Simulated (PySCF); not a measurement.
Two species compared at the same levels of theory.

First species: C4H6F3N.
Atom-mapped SMILES: `[CH3:1]/[CH:2]=[N:3]/[CH2:4][C:5]([F:6])([F:7])[F:8]` (hydrogens: H9, H10, H11 on C1; H12 on C2; H13, H14 on C4)

Cartesian coordinates in Å at the GFN2-xTB level; atoms count from 1:
```
atom  x, y, z in Å
C1     2.436   -0.052   -0.391
C2     1.133   -0.020    0.311
N3     0.119   -0.580   -0.174
C4    -1.140   -0.515    0.503
C5    -2.083    0.379   -0.293
F6    -1.629    1.638   -0.375
F7    -2.283   -0.045   -1.542
F8    -3.293    0.450    0.288
H9     3.190   -0.507    0.250
H10    2.756    0.966   -0.607
H11    2.349   -0.612   -1.317
H12    1.112    0.512    1.274
H13   -1.084   -0.099    1.523
H14   -1.582   -1.515    0.528
```

Second species: C3H6F4Si.
InChI=1S/C3H6F4Si/c1-8(7)2-3(4,5)6/h8H,2H2,1H3/t8-/m0/s1

Levels: B3LYP/def2-SVPD for dipole moment, HOMO energy, LUMO energy, HOMO–LUMO gap, static isotropic polarisability and electronic spatial extent ⟨r²⟩ about the centre of nuclear charge; TDDFT B3LYP/def2-SVPD for lowest singlet excitation; TDA B3LYP/def2-SVPD for lowest triplet excitation (Tamm–Dancoff); GFN2-xTB for rotational constant A and rotational constant C. Geometries: GFN2-xTB. Each species is one conformer at its optimised geometry, gas phase, non-relativistic unless stated. Electronic properties by PySCF.

The conformers computed, where there is a choice (atom-mapped SMILES and torsion angles):
- `[CH3:1]/[CH:2]=[N:3]/[CH2:4][C:5]([F:6])([F:7])[F:8]`: C2–N3–C4–C5 110°, N3–C4–C5–F6 -63°
- `[CH3:1][Si@H:2]([F:3])[CH2:4][C:5]([F:6])([F:7])[F:8]`: C1–Si2–C4–C5 -71°, Si2–C4–C5–F6 -57°

(1) Which has the higher static isotropic polarisability?

(2) Which has the higher rotational constant C?

(3) Which has the higher T1 energy?

(4) Which of the two has the higher ⟨r²⟩, and by how much?

(5) Which has the higher HOMO energy?

(6) Which of the two has the higher rotational constant A, and by how much?

(7) Which has the higher LUMO energy?

(8) Which of the two has the higher dipole moment, and by how much?

Answers

(1) The second: 63.7 au against 62.0 au, a difference of 1.7 au.

(2) The first: 1.052 GHz against 0.876 GHz, a difference of 0.176 GHz.

(3) The second: 7.75 eV against 4.36 eV, a difference of 3.39 eV.

(4) The second: 1281 bohr² against 1136 bohr², a difference of 145 bohr².

(5) The first: -7.50 eV against -9.22 eV, a difference of 1.72 eV.

(6) The first: 4.583 GHz against 2.954 GHz, a difference of 1.629 GHz.

(7) The second: 0.04 eV against -0.82 eV, a difference of 0.86 eV.

(8) The first: 3.34 D against 1.29 D, a difference of 2.05 D.

On the first: The principal polarisabilities are 50.4, 56.3 and 79.4 au; their mean is the isotropic value. In atomic units the dipole is 1.31 e·bohr (1 au = 2.5417 D).

On the second: The vertical singlet–triplet gap S1 − T1 is 0.35 eV (TDDFT singlet less Tamm–Dancoff triplet; S1: HOMO→LUMO, weight 0.97; T1: HOMO→LUMO, weight 0.93). The dipole equals about 4.3 × 10⁻³⁰ C·m (1 D = 3.33564 × 10⁻³⁰ C·m).
